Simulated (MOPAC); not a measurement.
Job for MOPAC: PM3 on GeH4SSi (SMILES [SiH3][Ge][SH]), a point of a torsion scan.

```
PM3 1SCF PRECISE CHARGE=0 THREADS=1
GeH4SSi

Si     1.01041201 1    -0.09195136 1     0.04339074 1
Ge    -0.54175819 1     1.66166203 1    -0.65617006 1
S     -2.41221161 1     0.72582531 1     0.25007286 1
H      0.91352035 1    -1.15685746 1    -0.97234416 1
H      2.41299144 1     0.35189835 1     0.01023067 1
H      0.80691584 1    -0.74276424 1     1.34212295 1
H     -3.03587329 1     0.65525364 1    -0.91972908 1
```

It printed:

```
*******************************************************************************
 **                                                                           **
 **                              MOPAC v23.2.5                                **
 **                                                                           **
 *******************************************************************************
 ** MOPAC's Digital Object Identifier: https://doi.org/10.5281/zenodo.6511958 **
 **                                                                           **
 ** Please cite the open-source release paper for use of this MOPAC version:  **
 ** J. E. Moussa and J. J. P. Stewart (2026)                                  **
 ** MOPAC: An open-source semiempirical molecular orbital program             **
 ** J. Open Source Softw., 11(119), 8025, https://doi.org/10.21105/joss.08025 **
 *******************************************************************************

                              PM3 CALCULATION RESULTS

 *******************************************************************************
 *  PM3        - The PM3 Hamiltonian to be used
 *
 *
 *
 *                 CHARGE ON SYSTEM = 0
 *
 *
 *
 *  PRECISE    - TIGHTER CRITERIA TO BE USED
 *  1SCF       - DO 1 SCF AND THEN STOP
 *  THREADS=1  - MULTI-THREADING NOT USED
 *  T=         - A TIME OF 172800.0 SECONDS REQUESTED
 *  DUMP=N     - RESTART FILE WRITTEN EVERY 7200.0 SECONDS REQUESTED
 *******************************************************************************
PM3 1SCF PRECISE CHARGE=0 THREADS=1
 GeH4SSi

   ATOM   CHEMICAL          X               Y               Z
  NUMBER   SYMBOL      (ANGSTROMS)     (ANGSTROMS)     (ANGSTROMS)

     1      Si          1.01041201  *  -0.09195136  *   0.04339074  *
     2      Ge         -0.54175819  *   1.66166203  *  -0.65617006  *
     3       S         -2.41221161  *   0.72582531  *   0.25007286  *
     4       H          0.91352035  *  -1.15685746  *  -0.97234416  *
     5       H          2.41299144  *   0.35189835  *   0.01023067  *
     6       H          0.80691584  *  -0.74276424  *   1.34212295  *
     7       H         -3.03587329  *   0.65525364  *  -0.91972908  *



          CARTESIAN COORDINATES

    NO.       ATOM           X           Y           Z

     1        Si          1.0104     -0.0920      0.0434
     2        Ge         -0.5418      1.6617     -0.6562
     3         S         -2.4122      0.7258      0.2501
     4         H          0.9135     -1.1569     -0.9723
     5         H          2.4130      0.3519      0.0102
     6         H          0.8069     -0.7428      1.3421
     7         H         -3.0359      0.6553     -0.9197

  H: (PM3): J. J. P. STEWART, J. COMP. CHEM. 10, 209 (1989).
 Si: (PM3): J. J. P. STEWART, J. COMP. CHEM. 10, 209 (1989).
  S: (PM3): J. J. P. STEWART, J. COMP. CHEM. 10, 209 (1989).
 Ge: (PM3): J. J. P. STEWART, J. COMP. CHEM. 12, 320-341 (1991).

           Empirical Formula: H4 Si Ge S  =     7 atoms



      MOLECULAR POINT GROUP   :   C1


      RHF CALCULATION, NO. OF DOUBLY OCCUPIED LEVELS = 9


 -------------------------------------------------------------------------------
 PM3 1SCF PRECISE CHARGE=0 THREADS=1
 GeH4SSi



     1SCF WAS SPECIFIED, SO BFGS WAS NOT USED
     SCF FIELD WAS ACHIEVED


                              PM3 CALCULATION
                                                       MOPAC v23.2.5 Linux




          FINAL HEAT OF FORMATION =         48.25233 KCAL/MOL =     201.88775 KJ/MOL


          COSMO AREA              =        137.99 SQUARE ANGSTROMS
          COSMO VOLUME            =        135.51 CUBIC ANGSTROMS

          IONIZATION POTENTIAL    =          8.983003 EV
          HOMO LUMO ENERGIES (EV) =         -8.983 -3.675
          NO. OF FILLED LEVELS    =          9
          MOLECULAR WEIGHT        =        136.7671         POINT GROUP:  C1

          MOLECULAR DIMENSIONS (Angstroms)

            Atom       Atom       Distance
            H     7    H     5     5.53597
           Ge     2    H     6     2.89339
            S     3    H     4     2.43941


          SCF CALCULATIONS        =          1





   ATOM   CHEMICAL          X               Y               Z
  NUMBER   SYMBOL      (ANGSTROMS)     (ANGSTROMS)     (ANGSTROMS)

     1      Si          1.01041201  *  -0.09195136  *   0.04339074  *
     2      Ge         -0.54175819  *   1.66166203  *  -0.65617006  *
     3       S         -2.41221161  *   0.72582531  *   0.25007286  *
     4       H          0.91352035  *  -1.15685746  *  -0.97234416  *
     5       H          2.41299144  *   0.35189835  *   0.01023067  *
     6       H          0.80691584  *  -0.74276424  *   1.34212295  *
     7       H         -3.03587329  *   0.65525364  *  -0.91972908  *

                             CARTESIAN COORDINATES

   1   Si        1.010412010    -0.091951360     0.043390740
   2   Ge       -0.541758190     1.661662030    -0.656170060
   3    S       -2.412211610     0.725825310     0.250072860
   4    H        0.913520350    -1.156857460    -0.972344160
   5    H        2.412991440     0.351898350     0.010230670
   6    H        0.806915840    -0.742764240     1.342122950
   7    H       -3.035873290     0.655253640    -0.919729080


           Empirical Formula: H4 Si Ge S  =     7 atoms



      MOLECULAR POINT GROUP   :   C1


                  EIGENVALUES
 -25.97221 -16.54015 -14.49617 -12.48707 -12.15015 -11.59788 -11.36126  -9.97726
  -8.98300  -3.67517  -2.80130   0.84187   1.10606   1.84445   1.89852   3.33377


              NET ATOMIC CHARGES AND DIPOLE CONTRIBUTIONS

  ATOM NO.   TYPE          CHARGE      No. of ELECS.   s-Pop       p-Pop
    1         Si           0.433035        3.5670     0.96296     2.60400
    2         Ge          -0.130001        4.1300     0.19164     3.93836
    3          S          -0.059826        6.0598     1.91621     4.14362
    4          H          -0.092945        1.0929     1.09295
    5          H          -0.100070        1.1001     1.10007
    6          H          -0.073058        1.0731     1.07306
    7          H           0.022865        0.9771     0.97714
 DIPOLE           X         Y         Z       TOTAL
 POINT-CHG.     0.949    -0.757     0.285     1.247
 HYBRID         0.181     1.907    -2.074     2.823
 SUM            1.130     1.149    -1.788     2.407


          ATOMIC ORBITAL ELECTRON POPULATIONS

     Atom    s        px        py        pz
    1 Si   0.96296   0.84928   0.84508   0.90963
    2 Ge   0.19164   1.27124   0.92864   1.73847
    3  S   1.91621   1.16438   1.85186   1.12738
    4  H   1.09295
    5  H   1.10007
    6  H   1.07306
    7  H   0.97714

 **********************
 *                    *
 * JOB ENDED NORMALLY *
 *                    *
 **********************




 == MOPAC DONE ==
```

The run finished.

Cost: around 0.03 core-seconds (rough).
